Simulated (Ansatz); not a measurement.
A structure drawn as `FC[N]1[CH2][AlH]1`, with this starting geometry:

```xyz
10

F     1.258   -1.726    1.088
C     0.075   -1.103    0.775
N     0.144   -0.493   -0.584
C     0.652    0.884   -0.502
Al   -1.188    0.956   -0.705
H    -0.750   -1.865    0.784
H    -0.142   -0.370    1.611
H     1.134    1.165    0.444
H     1.274    1.027   -1.446
H    -2.458    1.525   -1.465
```

Charge 0, multiplicity 1.

(1) Relax it with Ansatz at PBE-D4/def2-SVP and then PBE0-D4/def2-TZVP. Is the drawn bonding still there?

(2) Give the relaxed structure. (An estimate is asked.)

Atoms count as bonded under 1.1 times the sum of their covalent radii (H–H under 0.85 Å, pairs among N, O and F under 1.55 Å), and a drawn bond as lost past 1.3 times.

Answers

(1) Yes, every drawn bond is still there and no new one forms.

(2) Ansatz gave: 
Z-matrix (Å, degrees):
```
C
N 1 1.389
F 1 1.404 2 112.0
H 1 1.098 2 112.0 3 118.0
H 1 1.094 2 110.4 3 -118.4
Al 2 1.734 1 164.7 3 82.3
C 2 1.511 1 122.1 3 -72.4
H 6 1.570 2 145.2 1 24.7
H 7 1.093 2 114.4 1 -70.8
H 7 1.091 2 114.3 1 59.1
```
No frequency check was run.
